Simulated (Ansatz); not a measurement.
BFH2S2 (`FB(S)S`). Charge 0, multiplicity 1.

Z-matrix (Å, degrees):
```
B
S 1 1.805
S 1 1.805 2 119.0
F 1 1.328 2 120.5 3 180.0
H 2 1.343 1 94.6 3 -180.0
H 3 1.343 1 94.6 2 180.0
```

**Question.** What are the harmonic wavenumbers in cm⁻¹ at PBE0-D4/def2-TZVP (Ansatz, finite differences of forces, unscaled)? (Estimate.)

**Answer.** Ansatz gave: 218, 228, 337, 384, 500, 527, 755, 845, 1008, 1321, 2715, 2715.

**Question.** Is this a minimum?

**Answer.** Yes, all 12 modes are real.

**Question.** Give the ideal-gas thermochemistry at 298.15 K and 1 bar (rigid rotor, harmonic oscillator; point group C2v, symmetry number 2).

**Answer.** Zero-point energy 69.1 kJ/mol; H(298) − E = 85.3 kJ/mol; entropy 303.7 J/(mol·K), of which translation 165.8, rotation 104.8, vibration 33.1; G(298) − E = -5.3 kJ/mol.

**Question.** And at 400, 500, 600, 800 and 1000 K?

**Answer.** 
```json
{"T (K)": "400", "H − E (kJ/mol)": "93.9", "S (J/mol/K)": "328.5", "G − E (kJ/mol)": "-37.5"}
{"T (K)": "500", "H − E (kJ/mol)": "103.3", "S (J/mol/K)": "349.3", "G − E (kJ/mol)": "-71.4"}
{"T (K)": "600", "H − E (kJ/mol)": "113.2", "S (J/mol/K)": "367.5", "G − E (kJ/mol)": "-107.3"}
{"T (K)": "800", "H − E (kJ/mol)": "134.5", "S (J/mol/K)": "398.0", "G − E (kJ/mol)": "-183.9"}
{"T (K)": "1000", "H − E (kJ/mol)": "157.1", "S (J/mol/K)": "423.2", "G − E (kJ/mol)": "-266.1"}
```

**Question.** Rotational constants (cm⁻¹)?

**Answer.** 0.2218, 0.1015, 0.06964.
